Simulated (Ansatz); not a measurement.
Two members of one family (InSb nanocrystals, H-capped) that differ in charge, which shifts all levels, computed with Ansatz in the gas phase; def2 core potentials for In, Sb, no spin–orbit coupling. The two geometries come from different levels. Levels of anions in sets without diffuse functions are rough. The structures are stationary points that may keep the symmetry of their start.

First: In10Sb11H28⁺, cut from wurtzite (singlet, charge 1, PBE-D4/def2-SVP geometry).

| atom | x (Å) | y (Å) | z (Å) |
| --- | --- | --- | --- |
| Sb1 | 2.353 | -0.427 | -4.785 |
| In2 | 2.064 | 2.024 | -3.093 |
| Sb3 | -3.355 | 1.893 | -2.688 |
| In4 | -4.169 | 4.136 | -0.881 |
| Sb5 | -1.248 | -2.315 | -3.531 |
| In6 | 1.443 | -3.081 | -4.216 |
| In7 | -1.843 | -0.253 | -1.583 |
| Sb8 | 0.648 | 0.851 | -0.878 |
| Sb9 | -2.764 | 2.870 | 1.340 |
| In10 | 0.092 | 2.851 | 1.117 |
| Sb11 | 2.577 | -3.206 | -1.570 |
| In12 | 2.098 | -1.172 | 0.439 |
| Sb13 | 4.500 | 0.062 | 1.340 |
| Sb14 | 1.405 | 1.898 | 3.477 |
| In15 | 4.309 | 2.159 | 3.467 |
| Sb16 | -3.092 | -1.545 | 0.580 |
| In17 | -4.020 | 0.534 | 2.351 |
| In18 | -1.330 | -3.838 | 0.849 |
| Sb19 | 0.603 | -2.407 | 2.476 |
| Sb20 | -2.407 | -0.050 | 4.673 |
| In21 | 0.442 | -0.506 | 4.639 |
| H22 | 1.766 | -0.184 | -6.381 |
| H23 | 3.982 | -0.701 | -5.255 |
| H24 | 0.936 | 2.948 | -4.030 |
| H25 | 3.705 | 2.291 | -2.607 |
| H26 | -2.434 | 2.356 | -4.061 |
| H27 | -4.626 | 1.144 | -3.565 |
| H28 | -3.197 | 5.444 | -1.453 |
| H29 | -5.863 | 3.852 | -0.692 |
| H30 | -1.923 | -1.810 | -5.031 |
| H31 | -2.265 | -3.681 | -3.328 |
| H32 | 1.661 | -4.443 | -5.260 |
| H33 | -3.024 | 3.950 | 2.656 |
| H34 | 0.698 | 4.420 | 0.649 |
| H35 | 4.273 | -3.252 | -1.855 |
| H36 | 2.463 | -4.782 | -0.905 |
| H37 | 5.255 | 0.563 | -0.118 |
| H38 | 5.577 | -1.235 | 1.666 |
| H39 | 0.898 | 3.035 | 4.666 |
| H40 | 4.715 | 3.601 | 2.606 |
| H41 | 4.940 | 1.331 | 4.847 |
| H42 | -4.520 | -2.104 | -0.201 |
| H43 | -5.730 | 0.472 | 2.642 |
| H44 | -0.517 | -3.804 | -0.722 |
| H45 | -2.060 | -5.175 | 1.664 |
| H46 | 1.754 | -3.568 | 3.017 |
| H47 | -2.676 | 1.234 | 5.780 |
| H48 | -3.174 | -1.265 | 5.614 |
| H49 | 1.080 | -1.114 | 6.135 |

```
           level  HOMO (eV)  LUMO (eV)  gap (eV)
 PBE-D4/def2-SVP      -7.86      -5.31      2.56
PBE0-D4/def2-SVP      -8.69      -4.68      4.01
```

Second: In12Sb11H32⁻, cut from zinc blende (singlet, charge -1, r2SCAN-D4/def2-SVP geometry).

```xyz
55

Sb    3.341    3.371    2.299
Sb   -3.192    0.212    4.005
Sb   -4.409    0.176   -0.784
Sb    2.271    3.748   -2.028
Sb   -1.424    2.262   -3.375
Sb   -0.725    2.040    1.012
Sb    2.269   -0.816    2.596
Sb   -1.482   -2.661    1.056
Sb    1.773   -0.674   -1.919
Sb   -2.190   -2.111   -3.421
Sb    1.181   -5.011   -1.511
In   -1.341    2.417    3.774
In    1.154    4.108    0.517
In    4.253    1.000    3.664
In   -2.738    2.546   -0.869
In   -2.886   -2.628    3.548
In   -3.482   -2.565   -0.878
In    0.345    4.448   -4.044
In    3.787    1.341   -1.648
In   -0.082   -0.172   -3.955
In    0.322   -0.542    0.483
In   -0.315   -5.271    0.946
In    3.204   -3.111   -2.334
H     4.739    4.009    1.563
H     3.294    4.560    3.531
H    -4.102    0.386    5.445
H    -4.482    0.693    2.994
H    -5.587    0.355   -2.011
H    -5.523    0.311    0.501
H     3.405    5.031   -2.035
H    -2.693    2.302   -4.524
H     1.349   -1.375    3.919
H     3.036   -2.312    2.305
H    -3.467   -1.777   -4.507
H    -1.824   -3.631   -4.101
H    -0.009   -4.951   -2.734
H     1.717   -6.577   -1.948
H    -2.228    3.882    4.030
H     0.088    1.950    4.650
H     0.590    5.656    1.071
H     3.884    1.198    5.344
H     5.768    0.542    2.974
H    -3.764    3.938   -0.743
H    -4.484   -3.254    3.280
H    -1.819   -3.156    4.809
H    -4.806   -3.674   -1.017
H    -0.414    5.937   -3.585
H     0.994    4.108   -5.616
H     4.997    1.148   -2.873
H     4.155    1.361    0.064
H     0.359   -0.344   -5.623
H     0.881   -5.405    2.193
H    -1.577   -6.429    0.659
H     4.434   -3.235   -1.117
H     3.455   -3.352   -4.032
```

**Question.** Estimate the same table for the second.

**Answer.** 
| level | HOMO (eV) | LUMO (eV) | gap (eV) |
| --- | --- | --- | --- |
| PBE-D4/def2-SVP | -3.26 | -0.59 | 2.67 |
| PBE0-D4/def2-SVP | -4.08 | 0.04 | 4.13 |
